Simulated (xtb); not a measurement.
AlCl₂Br, SMILES [Br][Al]([Cl])[Cl]. All values are semi-empirical tight-binding results from xtb (GFN2-xTB unless named), good for trends rather than for accurate numbers. Geometry: GFN2-xTB.

Optimised geometry:

Bonded distances (Å): Al1–Cl2 2.022, Al1–Cl3 2.022, Al1–Br4 2.255. Angles (°): Cl2–Al1–Cl3 124.4, Cl2–Al1–Br4 117.8, Cl3–Al1–Br4 117.8.

For metal compounds this method's bond lengths and energies can be far off.

```json
{
  "point_group_as_xtb_finds_it": "C2v",
  "orbital_gap": "4.32 eV",
  "zero_point_energy": "2.8 kcal/mol",
  "G − E(el) at 298.15 K (modified RRHO)": "-17.1 kcal/mol"
}
```

Question: Give the atomic charges and the Wiberg bond orders between heavy atoms. (An estimate is asked for; the answer gives what the named calculation found.)

Answer: charges (e) Al1 0.38, Cl2 -0.12, Cl3 -0.12, Br4 -0.14. Bond orders Al1–Cl2 1.36, Al1–Cl3 1.36, Al1–Br4 1.26.
